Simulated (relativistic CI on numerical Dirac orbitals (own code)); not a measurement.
## V18+: q coefficients and field-shift factors

These numbers are calculated, not measured: Dirac-Coulomb-Breit CI, orbitals from a KLI potential per configuration, derivatives by finite differences, unscaled Slater integrals, QED left out (own radial code, finite nucleus).

Configuration list (outside the closed core 1s2): 2s²2p, 2s2p², 2p³, 2p²3s, 2p²3p, 2p²3d, 2s²3s, 2s²3p. Levels of other configurations are missing.

With x = (α/α₀)² − 1 an excitation energy changes as ω = ω₀ + qx; K = 2q/ω₀ is the relative enhancement. Terms are leading LS components, so labels can repeat. The field-shift factor is F = δν/δ⟨r²⟩ for the transition from the lowest level.

Lowest level 2s²2p ²P°1/2.

```tsv
Level	ω₀ (cm⁻¹)	q (cm⁻¹)	K	F (GHz/fm²)
2s²2p ²P°3/2	68329	69570	2.04	-0.367
2s2p² ⁴P1/2	327640	51790	0.316	-52
2s2p² ⁴P3/2	356772	87090	0.488	-52.1
2s2p² ⁴P5/2	389744	116200	0.596	-52.1
2s2p² ²D3/2	602857	97920	0.325	-53.1
2s2p² ²D5/2	610952	115300	0.377	-53.1
2s2p² ²S1/2	724040	65320	0.18	-54
2s2p² ²P1/2	796344	133700	0.336	-54.1
2s2p² ²P3/2	811294	133400	0.329	-55.1
2p³ ⁴S°3/2	1033026	151100	0.293	-108
2p³ ²D°3/2	1166870	142100	0.244	-108
2p³ ²D°5/2	1180660	166200	0.282	-108
2p³ ²P°1/2	1308896	165500	0.253	-106
2p³ ²P°3/2	1333850	209300	0.314	-106
2s²3s ²S1/2	6120148	46760	0.0153	19.7
2s²3p ²P°1/2	6278728	51150	0.0163	4.28
2s²3p ²P°3/2	6298134	70830	0.0225	4.29
2p²3s ⁴P1/2	6977125	103700	0.0297	-89.3
2p²3s ⁴P3/2	7009237	146600	0.0418	-89.6
2p²3s ⁴P5/2	7039728	167600	0.0476	-89.6
2p²3s ²P1/2	7039910	140300	0.0399	-89.7
2p²3s ²P3/2	7072406	158000	0.0447	-89.7
2p²3p ⁴D°1/2	7095881	106700	0.0301	-104
```

At this charge energies of transitions that change n are usually good to better than 1 %, and those within a shell (Δn = 0) to a few per cent.
